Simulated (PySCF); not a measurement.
Correlation energy of As (arsenic, neutral)

[Ar] 3d10 4s1 4p4, high-spin 4P determinant (an excited configuration). Computed with PySCF 2.14 in def2-TZVPPD (7s5p5d1f, 54 functions), with the non-relativistic Hamiltonian (point nucleus). Frozen: [Ar] 3d10; 5 electrons correlated.

```tsv
level	correlation energy (mhartree)
CCSD	-100.57
(T)	-9.25
CCSD(T)	-109.82
```

Diagnostics: T1 = 0.023, D1 = 0.0594, largest double amplitude 0.262.

A double-excitation amplitude exceeds 0.15, a sign of near-degeneracy.

Cost of the coupled-cluster step: of the order of 0.7 core-seconds, for 5 correlated electrons.

Iterations:

```
CC2 = 0
CCSD nocc = (np.int64(4), np.int64(1)), nmo = (40, 40)
frozen orbitals [[0, 1, 2, 3, 4, 5, 6, 7, 8, 9, 10, 11, 12, 13], [0, 1, 2, 3, 4, 5, 6, 7, 8, 9, 10, 11, 12, 13]]
max_cycle = 100
direct = 0
conv_tol = 1e-08
conv_tol_normt = 1e-06
diis_space = 8
diis_start_cycle = 0
Init t2, MP2 energy = -0.0694074363918226
Init E_corr(UCCSD) = -0.0694074363938985
cycle = 1  E_corr(UCCSD) = -0.083503265245039  dE = -0.0140958289  norm(t1,t2) = 0.0843028
cycle = 2  E_corr(UCCSD) = -0.08884650093122  dE = -0.00534323569  norm(t1,t2) = 0.0571402
cycle = 3  E_corr(UCCSD) = -0.0988871193733065  dE = -0.0100406184  norm(t1,t2) = 0.0442914
cycle = 4  E_corr(UCCSD) = -0.0992402877481084  dE = -0.000353168375  norm(t1,t2) = 0.0174886
cycle = 5  E_corr(UCCSD) = -0.101426664953521  dE = -0.00218637721  norm(t1,t2) = 0.00787359
cycle = 6  E_corr(UCCSD) = -0.100514788035768  dE = 0.000911876918  norm(t1,t2) = 0.00375924
cycle = 7  E_corr(UCCSD) = -0.100514251627793  dE = 5.36407976e-07  norm(t1,t2) = 0.00102277
cycle = 8  E_corr(UCCSD) = -0.100619148107333  dE = -0.00010489648  norm(t1,t2) = 0.000804416
cycle = 9  E_corr(UCCSD) = -0.100520822159648  dE = 9.83259477e-05  norm(t1,t2) = 0.00062265
cycle = 10  E_corr(UCCSD) = -0.100570766595166  dE = -4.99444355e-05  norm(t1,t2) = 0.000455432
cycle = 11  E_corr(UCCSD) = -0.100574200823649  dE = -3.43422848e-06  norm(t1,t2) = 0.00037276
cycle = 12  E_corr(UCCSD) = -0.100570334012434  dE = 3.86681121e-06  norm(t1,t2) = 0.000305644
cycle = 13  E_corr(UCCSD) = -0.100572230651966  dE = -1.89663953e-06  norm(t1,t2) = 0.000210229
cycle = 14  E_corr(UCCSD) = -0.100571022412275  dE = 1.20823969e-06  norm(t1,t2) = 5.29633e-05
cycle = 15  E_corr(UCCSD) = -0.100571011028681  dE = 1.13835934e-08  norm(t1,t2) = 1.15974e-05
cycle = 16  E_corr(UCCSD) = -0.100571190124941  dE = -1.7909626e-07  norm(t1,t2) = 3.69952e-06
cycle = 17  E_corr(UCCSD) = -0.100571209785467  dE = -1.96605254e-08  norm(t1,t2) = 1.74832e-06
cycle = 18  E_corr(UCCSD) = -0.100571201382991  dE = 8.40247559e-09  norm(t1,t2) = 5.79962e-07
UCCSD converged
E(UCCSD) = -2233.992973979325  E_corr = -0.1005712013829912
UCCSD(T) correction = -0.00925416184949503
```
